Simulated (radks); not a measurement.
All-electron atom: Re5+ in [Xe] 4f14 5d2.

Method: Dirac Kohn-Sham, LDA (Slater exchange, Perdew-Wang correlation), spin-unpolarised, spherical densities, point nucleus; open shells are shared between the two j in proportion to 2j + 1; computed with a radial shooting solver on a logarithmic mesh with Libxc functionals.

Energy parts (eV):
| part | energy |
|---|---|
| total | -454504.75 |
| kinetic | 514001.91 |
| electron-nucleus | -1133160.57 |
| Hartree | 173394.97 |
| exchange-correlation | -8741.05 |

Orbitals (lengths in bohr, moments of r in powers of bohr):
orbital,occ.,eigenvalue (eV),<r>,<1/r>,small-component weight
1s1/2,2,-71565.14,0.01804,88.74,8.02e-02
2s1/2,2,-12451.45,0.07562,21.63,1.82e-02
2p1/2,2,-11919.66,0.06248,21.60,1.83e-02
2p3/2,4,-10481.37,0.07056,18.04,1.65e-02
3s1/2,2,-2928.976,0.1971,7.938,6.01e-03
3p1/2,2,-2691.319,0.1871,7.855,5.96e-03
3p3/2,4,-2379.027,0.2020,6.932,5.43e-03
3d3/2,4,-1978.929,0.1765,6.830,5.32e-03
3d5/2,6,-1911.085,0.1811,6.613,5.17e-03
4s1/2,2,-658.8127,0.4407,3.344,2.00e-03
4p1/2,2,-559.7186,0.4451,3.235,1.91e-03
4p3/2,4,-486.6182,0.4788,2.911,1.70e-03
4d3/2,4,-323.7129,0.4935,2.700,1.50e-03
4d5/2,6,-310.2040,0.5049,2.623,1.45e-03
4f5/2,6,-104.7600,0.5724,2.187,1.06e-03
4f7/2,8,-102.2302,0.5808,2.156,1.03e-03
5s1/2,2,-145.1837,1.023,1.325,4.72e-04
5p1/2,2,-114.5119,1.110,1.206,4.00e-04
5p3/2,4,-102.7408,1.198,1.098,3.48e-04
5d3/2,0.8,-60.6923,1.511,0.8508,2.16e-04
5d5/2,1.2,-59.3083,1.544,0.8302,2.08e-04

The highest occupied level is 5d5/2 at -59.308 eV. For comparison, the ionisation energy in NIST's Atomic Spectra Database is 67 eV (theoretical). In exact Kohn-Sham theory the highest level is minus the ionisation energy, but local and semilocal functionals leave it too shallow, through self-interaction and a potential that decays too fast; potentials with the right tail come closer. Summed over all electrons, <r^2> = 28.31 bohr^2, which gives a Langevin (diamagnetic) susceptibility term of -22.4 x 10^-6 cm^3/mol.

Beside tabulated values, note that spin-unpolarised runs miss the spin-polarisation part of the exchange energy of open shells.
